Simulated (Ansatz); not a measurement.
Mean bond length (Å) of eight silicon and germanium compounds: PBE-D3(BJ) beside B3LYP-D3(BJ), computed with Ansatz (a first-principles code) for isolated molecules in the bases named; differences from unrounded values. The eight are the first of their class met in an unordered collection, after screening for sound electronic states; none was chosen by its value. Each level has its own optimised geometry.

```csv
molecule,basis,B3LYP-D3(BJ),PBE-D3(BJ),difference
"Ge(Cl)2(Me)(OH) (CH₄Cl₂GeO), SMILES [CH3][Ge]([OH])([Cl])[Cl]",def2-SVP,1.538,1.546,0.007
"C2H5ClOSi, SMILES C=CO[SiH2]Cl",def2-SVP,1.409,1.418,0.010
"C₂H₇NSi₂, SMILES C[Si@@H]1N=C[SiH2]1",def2-SVP,1.514,1.524,0.009
"C₂H₉ClSi₃, SMILES Cl[SiH2][Si@H]1CC[SiH2]1",def2-SVP,1.605,1.613,0.008
"C3H10FNSi, SMILES [SiH2](N)C(F)(C)C",def2-SVP,1.316,1.325,0.008
"C₃H₁₂OSi₂, SMILES C[SiH](C)C[SiH2]O",def2-SVP,1.382,1.390,0.009
"Si(H)(Cl)(Me)(NH2) (CH6ClNSi), SMILES C[SiH](N)Cl",def2-SVP,1.391,1.399,0.008
"Si(H)(Me)(OMe)(NH2) (C2H9NOSi), SMILES CO[SiH](C)N",def2-SVP,1.294,1.303,0.009
```

PBE-D3(BJ) lies below B3LYP-D3(BJ) in 0 and above it in 8 of the eight; the mean signed difference is 0.009 and the largest 0.010 Å.
